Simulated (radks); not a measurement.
Results of a calculation; reference values are marked as such.
Li I, configuration [He] 2s(up 0.625, down 0.375) (fractional occupations, a model configuration). Level of theory: non-relativistic Kohn-Sham, LDA (Slater exchange, Perdew-Wang correlation), spin-polarised, spherical densities, point nucleus (a radial shooting solver on a logarithmic mesh with Libxc functionals).

Normalised radial functions P(r) = r R(r), r in bohr:

r	1s up
0.0541	0.4214
0.06003	0.4595
0.06714	0.5032
0.0745	0.5463
0.08266	0.5917
0.09246	0.6430
0.1026	0.6925
0.1138	0.7434
0.1273	0.7993
0.1413	0.8516
0.1568	0.9034
0.1754	0.9576
0.1946	1.0054
0.2159	1.0497
0.2415	1.0918
0.2679	1.1243
0.2973	1.1492
0.3325	1.1657
0.369	1.1703
0.4094	1.1633
0.458	1.1419
0.5082	1.1087
0.5684	1.0586
0.6307	0.9992
0.6998	0.9285
0.7827	0.8417
0.8685	0.7535
0.9637	0.6607
1.078	0.5591
1.196	0.4665
1.327	0.3788
1.484	0.2927
1.647	0.2227
1.828	0.1635
2.044	0.1121
2.268	0.0755
2.517	0.0485
2.815	0.0283
3.124	0.0161
3.466	0.0086
3.877	0.0040
4.302	0.0018
4.812	0.0007
5.339	0.0003
5.924	0.0001
6.626	0.0000
7.352	0.0000
8.158	0.0000
9.125	0.0000
10.13	0.0000
11.23	0.0000
12.57	0.0000
13.94	0.0000

1s up: eigenvalue -51.124 eV, 0 radial nodes, <r> = 0.589 bohr, 90 % of the charge inside 1.07 bohr.
